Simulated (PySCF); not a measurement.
Molecule: SMILES [SiH2](/C=C/[SiH2]Cl)Cl. Atoms near the plane z = 0.8 Å, at the PBE0/def2-SVP optimised geometry (x, y, z in Å): Si1 (-2.2, 0.3, 0.0), Cl2 (-2.9, 2.2, 0.0), C3 (-0.4, 0.3, 0.0), C4 (0.4, -0.3, 1.0), Si5 (2.2, -0.3, 1.0), Cl6 (2.9, -2.2, 1.0), H8 (-2.7, -0.4, 1.2), H10 (-0.2, -0.8, 1.8), H12 (2.7, 0.4, -0.3).

Computed with PBE0/def2-TZVP (PySCF). Cells within 0.4 Å of a nucleus heavier than hydrogen are left out (blank, or x). The values are rescaled to run from 0 to 1.

```
|7777777777777777777777777777777|
|7776666667777777777777777777777|
|7666666666677777777777777777777|
|6666666666667777777777777777777|
|6666666666666667777777777777777|
|6666666666666666777777777777777|
|6666666677666666677777777777777|
|6666667777666666677777777777777|
|6666677777666666677777777777777|
|6666777877666666677777777777777|
|6666777776655556677777777777777|
|6666777766555556677888777776666|
|6666666665544456788888877766666|
|6666666655544456889999877666666|
|6666666665555567999999876666666|
|6666666666666668x98887x66666666|
|6666667777777764xx566xx66666666|
|6666677778877753013445766666666|
|6667777777777653223445667766666|
|7777777777777654444456778776666|
|7777777777777665555566899876666|
|77777777777776665556678xx776666|
|77777777777776666666678xx666666|
|7777777777777666666677776556666|
|7777777777777666666667766566666|
|7777777777777766666666666666666|
|7777777777777776666666666666666|
|7777777777777777776666666666666|
|7777777777777777777666666666667|
|7777777777777777777776666666677|
|7777777777777777777777766677777|
```
Scale: ten equal steps from 0.000 (start of '0') to 1.00 (end of '9'), in the order '0123456789'; x runs from -5.00 to 5.00, y from -5.00 (bottom) to 5.00 (top).

**Question.** Which quantity is mapped?
A) electrostatic potential
B) log10 of the electron density
C) deformation density (molecule minus spherical neutral atoms)
D) an orbital amplitude

**Answer.** D, an orbital amplitude. In full: LUMO amplitude (bohr^(-3/2)).
